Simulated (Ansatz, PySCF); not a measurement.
Species: SnO2, net charge -1, doublet state. 
Geometry from a B3LYP-D3(BJ)/def2-TZVP (Ansatz, a program for electronic structure) optimisation:
```
Sn
O 1 1.9105
O 1 1.9105 2 125.32
```
Charge -1, spin multiplicity 2.

Total electronic energies in hartree. Valence correlation only, unless marked. UHF or UKS for open shells. Spin-orbit coupling is left out. Frozen are the shells of the preceding noble gas and the d and f shells that filled before the atom's block. In def2 rows, elements after Kr have scalar-relativistic effective core potentials. STO-3G rows are all-electron and non-relativistic. 

The UHF reference is spin-contaminated (<S^2> 0.15 over the pure value in the largest basis). The Hartree-Fock reference is unstable (checked in the largest basis), which strains HF and MP2. The T1 diagnostic of CCSD in the largest basis is 0.047, which is high, so the coupled-cluster rows are less sure than usual.

```tsv
level	program	energy (Eh)
HF-D3(BJ)/def2-TZVPD	PySCF + dftd3	-363.12197
RI-HF/def2-TZVPPD	Ansatz	-363.10872
PBE/def2-TZVPD	Ansatz	-364.69308
BLYP-D3(BJ)/def2-TZVPD	Ansatz + dftd3	-364.79348
BLYP/def2-TZVPD	Ansatz	-364.78979
BP86-D4/def2-TZVPD	PySCF + dftd4	-364.97266
TPSS/def2-TZVPD	PySCF	-364.76981
r2SCAN/def2-TZVPD	Ansatz	-364.84269
r2SCAN-D3(BJ)/def2-TZVPD	Ansatz + dftd3	-364.84308
B3LYP/def2-TZVPD	Ansatz	-364.90457
PBE0/STO-3G	Ansatz	-6113.02439
BHLYP-D4/def2-TZVPD	Ansatz + dftd4	-364.66569
r2SCANh/def2-TZVPD	Ansatz	-364.81249
PW6B95-D3(BJ)/def2-TZVPD	PySCF + dftd3	-365.11714
PW6B95-D4/def2-TZVPD	PySCF + dftd4	-365.11845
HSE06/def2-TZVPD	Ansatz	-364.65980
LC-wPBE/def2-TZVPD	Ansatz	-364.74992
wB97X-V/def2-TZVPD	Ansatz	-364.74210
B2GP-PLYP/def2-TZVPD	Ansatz	-364.35987
RI-MP2/def2-TZVPPD	Ansatz	-363.59835
CCSD/def2-TZVPP	Ansatz	-363.67380
CCSD(T)/def2-SVPD	Ansatz	-363.43067
```

Totals of different functionals don't rank their quality; only differences between species are comparable.
